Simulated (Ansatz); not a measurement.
Process, species as SMILES: CB(C)[NH] → [CH2]B(C)N
Each molecule is optimised on its own at B3LYP-D3(BJ)/def2-TZVP (Ansatz, a first-principles code), one conformer each, not searched for the lowest. Frequencies are from Ansatz.

Property: isomerisation energy (enthalpy at 298 K, with B3LYP-D3(BJ) rigid-rotor harmonic-oscillator terms), in kcal/mol. Correlated levels leave the core frozen unless marked. Open shells are spin-unrestricted. Spin-orbit coupling is left out. No relativistic terms. CBS(X,Y): correlation extrapolated as X^-3; Hartree-Fock from the larger set. The bracket is a focal-point correction in the basis named.

| level | program | isomerisation energy (kcal/mol) |
|---|---|---|
| BLYP-D4/def2-TZVPD | Ansatz + dftd4 | (withheld) |
| HSE06-D4/def2-TZVPD | Ansatz + dftd4 | -16.6 |
| CAM-B3LYP/def2-TZVPD | Ansatz | -16.9 |
| B2PLYP/def2-TZVPD | Ansatz | -17.2 |
| RI-MP2/CBS(cc-pVTZ,cc-pVQZ)+[CCSD(T)-MP2]/cc-pVTZ | Ansatz | (withheld) |

Q: Fill in the missing entries.

A: 
- BLYP-D4/def2-TZVPD, isomerisation energy (kcal/mol): -14.5
- RI-MP2/CBS(cc-pVTZ,cc-pVQZ)+[CCSD(T)-MP2]/cc-pVTZ, isomerisation energy (kcal/mol): -18.2
